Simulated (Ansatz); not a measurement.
Pulling on the B1–F2 bond in BFHI (SMILES FBI) (multiplicity 1 held, fragments rigid). Energies count from the point at 1.312 Å.
Geometry at that point (charge 0, multiplicity 1):
```xyz
4

B     -0.24475    -1.33346     0.80642
F      0.79230    -1.74376     1.49668
H     -1.26010    -1.94583     0.81786
I     -0.08768     0.45862    -0.34566
```

Signs of static correlation in def2-SVP, from Ansatz (an electronic-structure program) runs.

```tsv
R (Å)	T1 of restricted CCSD	⟨S²⟩ of UHF	largest double amplitude of restricted CCSD
1.049	0.011	0.000	0.048
1.180	0.013	0.000	0.051
1.312	0.015	0.000	0.053
1.443	0.017	0.000	0.054
1.574	0.019	0.000	0.055
1.771	0.022	0.000	0.047
1.967	0.025	0.000	0.045
2.295	0.035	0.684	…
2.623	0.052	0.905	0.216
3.017	0.086	0.979	…
3.541	0.137	1.003	0.758
4.197	0.178	1.008	1.147
```

What belongs in the gaps?


- 2.295, largest double amplitude of restricted CCSD: 0.110
- 3.017, largest double amplitude of restricted CCSD: 0.410

Doubts at one or more of the structures used: a restricted determinant that unrestricted orbitals would lower (R-CCSD(T)/def2-SVP); T1 above 0.05 (R-CCSD(T)/def2-SVP, U-CCSD(T)/def2-SVP); other coupled-cluster roots lie near (R-CCSD(T)/def2-SVP); a spin-contaminated determinant (U-CCSD(T)/def2-SVP).
